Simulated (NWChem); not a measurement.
Molecule: thionyl fluoride (SOF2); SMILES FS(=O)F

Program: NWChem. Geometry: optimised at PBE0/def2-SVP.

For level B3LYP/aug-cc-pVTZ:

| Item | Value |
|---|---|
| highest occupied level (eV) | -9.66 |
| orbital gap (eV) | 7.71 |
| dipole (D) | 1.76 |

How do the values read with level B3LYP/3-21G instead?


| Item | Value |
|---|---|
| highest occupied level (eV) | -8.54 |
| orbital gap (eV) | 7.53 |
| dipole (D) | 2.08 |
